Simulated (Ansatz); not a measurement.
Reaction (redistribution): `[CH3][AlH][SiH2]Cl` + `[CH3][GeH2][SeH]` → `[CH3][AlH][SiH2][SeH]` + `[CH3][GeH2][Cl]`

Calculated with Ansatz (gas phase, PBE0-D4/def2-TZVP geometries, no zero-point term in ΔE). CBS: MP2 limit from def2 TZ/QZ plus the TZ coupled-cluster correction, frozen cores. DFT in def2-TZVPP. HSE06 is defined as in plane-wave codes. For Ge, Se outer-core shells are correlated without core-valence functions, which leaves a few kJ/mol of doubt a bond. Scalar relativity is left out up to krypton. Each species was taken in one conformer, which may not be the lowest.

```json
{"level": "HSE06-D4", "ΔE (kJ/mol)": "9.0", "difference from CCSD(T)/CBS": "-1.2"}
{"level": "CAM-B3LYP-D4", "ΔE (kJ/mol)": "11.6", "difference from CCSD(T)/CBS": "1.4"}
{"level": "PBE", "ΔE (kJ/mol)": "9.1", "difference from CCSD(T)/CBS": "-1.1"}
{"level": "r2SCAN0", "ΔE (kJ/mol)": "9.1", "difference from CCSD(T)/CBS": "-1.1"}
{"level": "CCSD(T)/def2-SVP", "ΔE (kJ/mol)": "6.5", "difference from CCSD(T)/CBS": "-3.7"}
{"level": "MP2/def2-TZVPP", "ΔE (kJ/mol)": "10.5", "difference from CCSD(T)/CBS": "0.3"}
{"level": "CCSD/def2-TZVPP", "ΔE (kJ/mol)": "10.0", "difference from CCSD(T)/CBS": "-0.2"}
{"level": "CCSD(T)/def2-TZVPP", "ΔE (kJ/mol)": "9.7", "difference from CCSD(T)/CBS": "-0.5"}
{"level": "HF/def2-QZVPP", "ΔE (kJ/mol)": "8.7", "difference from CCSD(T)/CBS": "-1.5"}
{"level": "MP2/CBS(def2)", "ΔE (kJ/mol)": "11.1", "difference from CCSD(T)/CBS": "0.9"}
{"level": "CCSD(T)/CBS", "ΔE (kJ/mol)": "10.2", "difference from CCSD(T)/CBS": "0"}
```

Largest T1 diagnostic among the species: 0.010.

At CCSD(T), def2-SVP lies −3.7 kJ/mol from the extrapolated value and def2-TZVPP −0.5 kJ/mol. Leaving LDA and LC-ωPBE aside and taking each functional with its dispersion term where it has one, the values, not all of them listed here, spread over 5.6 kJ/mol, from B97M-V to BLYP-D4.
